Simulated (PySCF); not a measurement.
# Which determinant of CdI lies lowest?

Unrestricted PBE0; basis Cd cc-pVTZ-PP with ECP28, I cc-pVTZ-PP with ECP28; scalar-relativistic core potentials; PySCF 2.14. Outer shells of the fragments: Cd 4d10 5s2; I 4d10 5s2 5p5.

Followed along the bond (rough minima from three points):

```tsv
2Ms+1	unpaired	⟨S²⟩ at the start	R at minimum (Å)	Te (eV)
2	σ ↑	0.75	2.71	0.00
4	σ ↑, π ↑↑	3.76	none in the scan	≤ 4.71
```

Solutions found at the starting distance of 2.710 Å, counted from the lowest of them; the search is not exhaustive and high or unbound solutions are not listed, so other states can lie among these:

| 2Ms+1 | unpaired | term | E (eV) | ⟨S²⟩ | ⟨Lz²⟩ | μ (D) |
| --- | --- | --- | --- | --- | --- | --- |
| 2 | σ ↑ | ²Σ⁺ | 0.00 | 0.75 | 0.00 | -2.95 |
| 2 | π ↑ | ²Π | 2.35 | 0.75 | 1.01 | 3.14 |
| 2 | π ↑ | ²Π | 3.59 | 0.78 | 1.00 | -2.29 |
| 4 | σ ↑, π ↑↑ | mixed | 4.88 | 3.76 | 2.01 | 3.52 |
| 4 | σ ↑, π ↑↑ | mixed | 5.02 | 3.75 | 2.01 | 3.63 |
| 4 | σ ↑↑, π ↑ | ⁴Π | 5.92 | 3.76 | 1.01 | 2.10 |
| 4 | σ ↑↑, π ↑ | ⁴Π | 6.26 | 3.75 | 1.01 | 3.86 |
| 4 | σ ↑↑↑ | ⁴Σ⁺ | 7.36 | 3.76 | 0.00 | 2.50 |

A term symbol is given only where ⟨S²⟩ and ⟨Lz²⟩ are close to those of a pure state; real π, δ and φ orbitals otherwise mix terms. A positive dipole means Cd(−)I(+).

Spin–orbit coupling is left out. Counting both spins, an empty level lies below a filled one in some of these solutions, because spin and occupation are held.
